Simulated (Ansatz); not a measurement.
Isolated molecules relaxed with PBE0-D4/def2-TZVP in Ansatz; ΔE leaves out vibrations. CBS: MP2 limit from def2 TZ/QZ plus the TZ coupled-cluster correction, frozen cores. This one scheme is used for every species. def2 core potentials past Kr. For Sn outer-core shells are correlated without core-valence functions, which leaves a few kJ/mol of doubt a bond. Each species was taken in one conformer, which may not be the lowest.

`CC(C)S[SiH3]` + `[CH3][SnH]([OH])[SH]` → `C[O][SnH]([CH3])[SH]` + `CCS[SiH3]`  (substitution at a C–C bond)

`CC(C)S[SiH3]`:

```xyz
15

C    -0.465    0.502    1.287
C     0.384    0.478    0.032
C     0.833    1.868   -0.379
S    -0.521   -0.244   -1.399
Si   -0.566   -2.298   -0.862
H    -1.366    1.100    1.128
H     0.100    0.944    2.113
H    -0.777   -0.499    1.590
H     1.266   -0.150    0.191
H     1.397    2.332    0.435
H     1.468    1.837   -1.265
H    -0.028    2.504   -0.597
H    -1.078   -3.019   -2.054
H    -1.452   -2.586    0.298
H     0.803   -2.771   -0.519
```

`[CH3][SnH]([OH])[SH]`:

Cartesian coordinates in Å:
```
C 0.400 -1.369 -0.697
Sn 0.403 0.437 0.415
O -0.965 0.107 1.791
S -0.288 2.342 -0.882
H 1.088 -1.293 -1.538
H 0.700 -2.192 -0.049
H -0.609 -1.552 -1.065
H 1.869 0.907 1.155
H -1.235 0.905 2.251
H -1.363 1.708 -1.381
```

`C[O][SnH]([CH3])[SH]`:

```xyz
13

C     1.878    0.623   -0.564
O     0.602    1.093   -0.912
Sn   -0.985    0.408    0.027
C    -1.128   -1.696   -0.261
S    -0.652    0.757    2.383
H     2.621    1.191   -1.132
H     2.097    0.755    0.504
H     2.015   -0.440   -0.809
H    -2.233    1.388   -0.589
H    -1.154   -1.917   -1.328
H    -2.036   -2.074    0.210
H    -0.262   -2.181    0.188
H    -0.764    2.092    2.285
```

`CCS[SiH3]`:

Z-matrix (Å, degrees):
```
C
C 1 1.515
H 1 1.092 2 111.1
H 1 1.093 2 110.1 3 -119.8
H 1 1.092 2 111.1 3 120.3
S 2 1.827 1 109.6 3 -60.3
H 2 1.092 1 110.7 3 179.8
H 2 1.092 1 110.7 3 59.6
Si 6 2.123 2 99.3 1 179.9
H 9 1.483 6 106.5 2 179.8
H 9 1.488 6 111.2 2 59.9
H 9 1.488 6 111.2 2 -60.3
```

| level | ΔE (eV) |
| --- | --- |
| HF/def2-TZVPP | 0.53 |
| HF/def2-QZVPP | 0.53 |

(1) What does CCSD(T)/CBS give? (Best estimate.)

Largest T1 diagnostic among the species: 0.013.

Answers

(1) Computed: +0.69 eV. The listed levels differ from it by -0.16, -0.16 eV.

In def2-TZVPP, CCSD(T) changes the Hartree–Fock value by +0.15 eV (the triples alone add +0.02 eV) and MP2 by +0.22 eV. The D4 term adds +0.04 eV with B3LYP and +0.02 eV with PBE0; it sums over pairs of atoms, weighted by their polarisabilities, and B3LYP, whose exchange is more repulsive, gets the larger term.

B3LYP here is the variant with VWN-RPA as its local correlation; programs differ in this.
